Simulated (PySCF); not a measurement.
B2H6O4Si. Atoms are numbered in the order given.

```xyz
13

B     -1.6219    -0.2148    -0.0475
O     -1.6692     1.0284    -0.5975
O     -2.7622    -0.9522     0.0304
Si     0.1467    -0.9498     0.6676
B      1.5864     0.3126    -0.0455
O      2.9270     0.1094    -0.1755
O      1.1056     1.5325    -0.4663
H     -0.7974     1.4617    -0.6271
H     -3.5182    -0.4686    -0.3374
H      0.4319    -2.3674     0.2733
H      0.1797    -0.9170     2.1675
H      3.2162    -0.7613     0.1214
H      1.8015     2.1162    -0.8078
```

Coordinates come from a B3LYP-D3(BJ)/def2-SVP optimisation. The structure was generated by enumeration, and PubChem lists no compound with its InChIKey, so it may never have been made. One conformer was computed; it need not be the lowest.

Level of theory: TDA-B3LYP/def2-SVPD run with PySCF.

Vertical excitations. 

```json
[
 {"state": "S1", "energy (eV)": "5.82", "λ (nm)": "213", "f": "0.006", "main pairs": "HOMO→LUMO 98 %"},
 {"state": "S2", "energy (eV)": "6.38", "λ (nm)": "194", "f": "0.093", "main pairs": "HOMO→LUMO+1 98 %"},
 {"state": "S3", "energy (eV)": "6.76", "λ (nm)": "183", "f": "0.011", "main pairs": "HOMO−1→LUMO 73 %, HOMO→LUMO+4 15 %"},
 {"state": "S4", "energy (eV)": "6.95", "λ (nm)": "179", "f": "0.004", "main pairs": "HOMO→LUMO+2 82 %"},
 {"state": "S5", "energy (eV)": "7.08", "λ (nm)": "175", "f": "0.057", "main pairs": "HOMO→LUMO+4 38 %, HOMO→LUMO+3 30 %, HOMO−1→LUMO 16 %, HOMO−1→LUMO+1 6 %"},
 {"state": "S6", "energy (eV)": "7.16", "λ (nm)": "173", "f": "0.066", "main pairs": "HOMO−1→LUMO+1 80 %"},
 {"state": "T1", "energy (eV)": "5.10", "λ (nm)": "243", "f": "0", "main pairs": "HOMO→LUMO 90 %"},
 {"state": "T2", "energy (eV)": "5.63", "λ (nm)": "220", "f": "0", "main pairs": "HOMO−1→LUMO 62 %, HOMO→LUMO+4 23 %, HOMO→LUMO+3 9 %"}
]
```
Triplets are in the Tamm–Dancoff approximation.
